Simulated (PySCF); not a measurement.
2-iodocyclopenta-1,3-diene (C₅H₅I), SMILES IC1=CCC=C1. Geometry: PBE-D3(BJ)/def2-SVP. The def2 effective core potentials stand for the cores of I; spin–orbit coupling is left out. Other conformers were not sampled.

Computed equilibrium geometry at PBE-D3(BJ)/def2-SVP (PySCF confirms it by a frequency run) as bond lengths and angles, and its point group (one conformer of several):
point group Cs.
Atoms: I1 C2 C3 C4 C5 C6 H7 H8 H9 H10 H11. Bonds (Å): I1–C2 2.104, C2–C3 1.362, C2–C6 1.469, C3–C4 1.504, C3–H7 1.097, C4–C5 1.504, C4–H8 1.115, C4–H9 1.115, C5–C6 1.361, C5–H10 1.098, C6–H11 1.098. Angles (°): I1–C2–C3 126.3, I1–C2–C6 122.9, C3–C2–C6 110.8, C2–C3–C4 107.5, C2–C3–H7 127.4, C4–C3–H7 125.2, C3–C4–C5 104.4, C3–C4–H8 111.8, C3–C4–H9 111.8, C5–C4–H8 111.8, C5–C4–H9 111.8, H8–C4–H9 105.2, C4–C5–C6 109.2, C4–C5–H10 124.2, C6–C5–H10 126.6, C2–C6–C5 108.1, C2–C6–H11 124.4, C5–C6–H11 127.5.
Charge 0, spin multiplicity 1.
